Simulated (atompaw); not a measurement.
## What one change does to a pseudopotential (gadolinium, PAW (atompaw))

* Element: gadolinium (Gd)
* Generator: atompaw 4.2.0.5
* Type: PAW
* Functional: PBEsol
* Relativity: scalar-relativistic
* Frozen core: [Kr] 4d10
* Valence charge: 18
* Reference configuration: 4f7 5s2 5p6 5d1 6s2 6p0
* Partial waves: 5s (bound): rc 2.00 bohr; 6s (bound): rc 2.35 bohr; 5p (bound): rc 2.10 bohr; 6p (bound, empty): rc 3.00 bohr; 5d (bound): rc 3.00 bohr; 5d channel at 0.7 Ry: rc 2.55 bohr; 4f (bound): rc 1.40 bohr; 4f channel at 1.75 Ry: rc 1.40 bohr
* Local potential: bessel scheme, radius 2.15 bohr
* Core correction: smooth core density matched at 1.80 bohr
* Augmentation charge: sinc compensation charge, radius 2.25 bohr; PAW radius 3.00 bohr; waves and projectors: custom polynom gramschmidtortho

Change: augmentation sinc compensation charge, radius 2.25 bohr; PAW radius 3.00 bohr; waves and projectors: custom rrkj gramschmidtortho.

Cutoffs: the cutoffs (Ry, on a coarse ladder) from which the occupation-weighted sum of valence levels, in a spherical-Bessel basis at the reference potential, stays within 10 and 1 mRy of its value at 400 Ry; they do not see the model core or the augmentation charge, which bear on the density cutoff.

Question: What does the change do?

Answer: The potential gets softer (100 Ry and 160 Ry → 80 Ry and 140 Ry); the range in which the p phases agree narrows (upper end at the end of the scan → 0.8); the range in which the d phases agree widens (upper end 2.6 → at the end of the scan); neither file shows a bound ghost.

| quantity | base | changed |
| --- | --- | --- |
| cutoff, loose | 100 Ry | 80 Ry |
| cutoff, tight | 160 Ry | 140 Ry |
| loose cutoff by channel (10 mRy a level) | s 10 Ry, p 15 Ry, d 8 Ry, f 60 Ry | s 12 Ry, p 15 Ry, d 8 Ry, f 60 Ry |
| bound ghosts | none | none |
| s: phases at 3.00 bohr within 0.05 rad from the reference energy up to (Ry; the scan ends near 5) | 4.3 | 3.4 |
| p: phases at 3.00 bohr within 0.05 rad from the reference energy up to (Ry; the scan ends near 5) | to the end of the scan | 0.8 |
| d: phases at 3.00 bohr within 0.05 rad from the reference energy up to (Ry; the scan ends near 5) | 2.6 | to the end of the scan |
| f: phases at 3.00 bohr within 0.05 rad from the reference energy up to (Ry; the scan ends near 5) | 4.8 | 5.0 |
| lowest overlap eigenvalue by channel | s 0.59, p 0.55, d 0.83, f 1.00 | s 0.11, p 0.50, d 0.60, f 0.23 |

 The cutoffs see the waves, projectors and local potential, not the compensation charge or the core.
